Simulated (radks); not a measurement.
The numbers below are computed, except where a source is named.
Task: The table gives one normalised radial function P(r) = r R(r) of La4+ in [Kr] 4d10 5s2 5p5 (r in bohr). Code: a radial shooting solver on a logarithmic mesh with Libxc functionals. Model: scalar-relativistic Kohn-Sham, LDA (Slater exchange, VWN5 correlation), spin-polarised, spherical densities, point nucleus; open shells are filled with parallel spins first (spin-orbit coupling, left out, can overturn this in heavy ions).

| r | P |
|---|---|
| 0.001333 | 0.0000 |
| 0.00202 | 0.0000 |
| 0.003062 | 0.0001 |
| 0.004642 | 0.0003 |
| 0.007037 | 0.0011 |
| 0.01067 | 0.0034 |
| 0.01617 | 0.0102 |
| 0.02451 | 0.0297 |
| 0.03716 | 0.0806 |
| 0.05632 | 0.1962 |
| 0.0847 | 0.4009 |
| 0.1284 | 0.6481 |
| 0.1946 | 0.6769 |
| 0.295 | 0.1415 |
| 0.4473 | -0.8021 |
| 0.678 | -1.2679 |
| 1.028 | -0.8527 |
| 1.558 | -0.2673 |
| 2.362 | -0.0325 |
| 3.58 | -0.0010 |
| 5.427 | 0.0000 |

Which n and l does it have? It may be an empty orbital.

Result: n = 4, l = 2: the number of nodes gives n - l - 1 = 1, the rise at small r (about r^(l+1), flatter next to the nucleus through relativity) gives l, and the extent must fit the shell. The curve is that of 4d up; the table hardly tells the two spins apart. 4d up: eigenvalue -141.71 eV, 1 radial node at r = 0.315 bohr, <r> = 0.766 bohr, 90 % of the charge inside 1.15 bohr.
